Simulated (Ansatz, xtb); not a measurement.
Relative energy of two isomers of C2H6N2OSi2

Structure X: `N#C/C=N\[SiH2]O[SiH3]`, a singlet. Structure Y: `N#C/C=N/[SiH2]O[SiH3]`, a singlet. Both are isolated molecules in the gas phase, relaxed with B3LYP/def2-SVP; the shapes shown needn't be the lowest conformers.

X (Å):

```xyz
13

C    -2.1692   -0.0760    2.2607
C    -2.8972    0.5394    1.1522
N    -1.5986   -0.5588    3.1486
N    -2.4157    0.8053    0.0152
O     0.2917   -0.1152    0.1783
Si   -0.8501    0.6129   -0.7528
Si    1.5234   -0.6327    1.1682
H    -3.9521    0.7696    1.3926
H    -1.1185   -0.2105   -1.9570
H    -0.4360    1.9937   -1.1092
H     1.2063   -1.9910    1.6831
H     2.7845   -0.6887    0.3739
H     1.7015    0.3188    2.2990
```

Y (Å):

| atom | x (Å) | y (Å) | z (Å) |
| --- | --- | --- | --- |
| C | -0.7581 | -0.4949 | -3.2286 |
| C | -0.5010 | -0.1389 | -1.8411 |
| N | -0.9285 | -0.7833 | -4.3393 |
| N | -1.4426 | 0.1575 | -1.0481 |
| O | 0.2814 | 0.6029 | 1.1312 |
| Si | -1.3007 | 0.6060 | 0.6414 |
| Si | 1.5299 | 0.7359 | 2.2234 |
| H | 0.5731 | -0.1550 | -1.5658 |
| H | -1.8816 | 1.9668 | 0.7636 |
| H | -2.0873 | -0.3930 | 1.4082 |
| H | 1.5782 | 2.1190 | 2.7782 |
| H | 1.3394 | -0.2351 | 3.3389 |
| H | 2.8031 | 0.4376 | 1.5133 |

Problem. Estimate which is lower in electronic energy at CCSD(T)/def2-SVP + ΔMP2/def2-TZVPP, and by roughly how much.

Solution. Too close to call at this level: CCSD(T)/def2-SVP + ΔMP2/def2-TZVPP gives E(Y) − E(X) = −0.30 kcal/mol.

The same difference at several levels:

```
                             level        geometry  E(Y) − E(X) (kcal/mol)  departure from the last row (kcal/mol)  job, with rough time for the two
                    B3LYP/def2-SVP  B3LYP/def2-SVP                     −0.73                                   −0.43               optimisation, 2 min
                       HF/def2-SVP  B3LYP/def2-SVP                     −1.25                                   −0.95           part of the CCSD(T) run
                      MP2/def2-SVP  B3LYP/def2-SVP                     −1.06                                   −0.76           part of the CCSD(T) run
                  CCSD(T)/def2-SVP  B3LYP/def2-SVP                     −1.12                                   −0.82                      single point
CCSD(T)/def2-SVP + ΔMP2/def2-TZVPP  B3LYP/def2-SVP                     −0.30                                                        single point, 41 s
```

As drawn, both hold the same kinds of bond in the same numbers.

The largest departure from CCSD(T)/def2-SVP + ΔMP2/def2-TZVPP is that of HF/def2-SVP, 0.95 kcal/mol. Levels run at GFN2-xTB geometries aren't shown. The last row adds to CCSD(T) the change of the MP2 difference between the two basis sets, here +0.82 kcal/mol.

With thermal terms from frequencies at re-optimised GFN2-xTB minima (ideal gas, soft modes damped towards free rotors, one conformer each, 298.15 K, 1 atm): the zero-point term adds +0.04 kcal/mol; ΔH is −0.37 and ΔG −0.15 kcal/mol.

The correlated steps freeze 15 core orbitals. Run with Ansatz 0.2.0, xtb 6.7.1; the last row on 4 threads of Arm Neoverse V2 on a shared host.
